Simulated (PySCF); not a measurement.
# Adding and removing an electron: NaI

RHF-CCSD(T); basis Na def2-SVP, I def2-SVP with ECP28; scalar-relativistic core potentials; PySCF 2.14. Neutral (RHF): singlet (closed shell), Re = 2.756 Å, ωe = 250 cm⁻¹, De = 3.06 eV.

NaI⁺ (UHF): doublet (π ↑), Re = 3.217 Å, ωe = 124 cm⁻¹, De = 0.42 eV to Na⁺ + I. The energies at the minima are -458.66479 hartree for NaI and -458.38824 for NaI⁺.

Question: Work out the adiabatic ionisation energy, without and with harmonic zero-point energies (1 hartree = 27.2114 eV, 1 eV = 8065.5 cm⁻¹), and the change of the bond length.

Answer: At CCSD(T): 0.27655 hartree = 7.525 eV between the minima; the zero-point term (124.0 − 250.0)/2 cm⁻¹ = -0.008 eV makes it 7.517 eV. Re changes by +46.1 pm against the neutral. The electron leaves a π orbital, and the ion is left as a loose complex of an ion and an atom.

Correlated steps freeze 5 core orbitals. Weak bonds: NaI⁺. Basis-set superposition, not corrected here, can be much of De in a small basis, most of all at correlated wavefunction levels. Spin–orbit coupling is left out, which matters for elements this heavy, above all for dissociation energies. For an ion De counts to the pair picked by the measured ionisation energies or electron affinities, which need not be the lowest pair at this level. Where the molecule has an RHF reference, its open-shell atoms are computed with UHF. States were picked by a PBE0 search and need not be the measured ground states.

Neutral and ion stand on different kinds of reference determinant, which adds to the error of the difference.
